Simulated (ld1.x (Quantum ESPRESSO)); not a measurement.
# Transferability test, TM potential for Se (Z = 34)

```
Element                 : Se (Z = 34)
Generator               : ld1.x (Quantum ESPRESSO) 7.5
Type                    : norm-conserving Troullier–Martins (Kleinman–Bylander form)
Functional              : PBE
Relativity              : fully relativistic
Frozen core             : [Ar] 3d10
Valence charge          : 6
Reference configuration : 4s2 4p4
Partial waves           : 4s (bound): rc 1.60 bohr; 4p (bound): rc 2.00 bohr
Local potential         : all-electron potential smoothed inside 1.50 bohr (lloc = -1)
Core correction         : Bessel-smoothed model core, default radius (core density twice the valence density)
```

Open shells are filled in proportion to 2j + 1 (rel_dist='average').

Energies are relative to the spin-unpolarised reference configuration 4s2 4p4; without spin polarisation the order of configurations can differ from experiment.

(1) Give the all-electron excitation energy and the error of the potential for: 4s2 4p3; 4s2 4p2; 4s2 4p1; 4s1 4p4; 4s2 4p4.3; 4s2 4p0; 4s2 4p3.5.

Answers

(1)

```json
{"valence configuration": "4s2 4p3", "charge": "+1", "ΔE all-electron (eV)": "10.849", "error AE − PS (meV)": "+1.6"}
{"valence configuration": "4s2 4p2", "charge": "+2", "ΔE all-electron (eV)": "31.202", "error AE − PS (meV)": "+2.9"}
{"valence configuration": "4s2 4p1", "charge": "+3", "ΔE all-electron (eV)": "62.077", "error AE − PS (meV)": "-13"}
{"valence configuration": "4s1 4p4", "charge": "+1", "ΔE all-electron (eV)": "22.379", "error AE − PS (meV)": "-0.4"}
{"valence configuration": "4s2 4p4.3", "charge": "-0.3", "ΔE all-electron (eV)": "-1.594", "error AE − PS (meV)": "+0.1"}
{"valence configuration": "4s2 4p0", "charge": "+4", "ΔE all-electron (eV)": "104.268", "error AE − PS (meV)": "-92"}
{"valence configuration": "4s2 4p3.5", "charge": "+0.5", "ΔE all-electron (eV)": "4.312", "error AE − PS (meV)": "+0.4"}
```
